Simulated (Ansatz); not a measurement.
Calculated with Ansatz (gas phase, PBE0-D4/def2-TZVP geometries, no zero-point term in ΔE). CBS: MP2 limit from def2 TZ/QZ plus the TZ coupled-cluster correction, frozen cores. This one scheme is used for every species. DFT in def2-TZVPP. Each species was taken in one conformer, which may not be the lowest.

Reaction (ligand exchange at the Si–Cl bond): `N[SiH](Cl)CCl` + H₂S → `N[SiH](S)CCl` + HCl

| level | ΔE (kJ/mol) |
| --- | --- |
| r2SCAN-D4 | 41.5 |
| ωB97M-V | 43.9 |
| MP2/def2-TZVPP | 40.6 |
| CCSD/def2-TZVPP | 43.0 |

What does CCSD(T)/CBS give? (Estimate.)

The calculation gave: +41.3 kJ/mol. The listed levels differ from it by 0.2, 2.6, -0.7, 1.7 kJ/mol.

Largest T1 diagnostic among the species: 0.010.

In def2-TZVPP, CCSD(T) changes the Hartree–Fock value by −13.6 kJ/mol (the triples alone add −2.3 kJ/mol) and MP2 by −13.7 kJ/mol. The D4 term adds −3.7 kJ/mol with B3LYP and −2.1 kJ/mol with PBE0; it sums over pairs of atoms, weighted by their polarisabilities, and B3LYP, whose exchange is more repulsive, gets the larger term.

B3LYP here is the variant with VWN-RPA as its local correlation; programs differ in this.
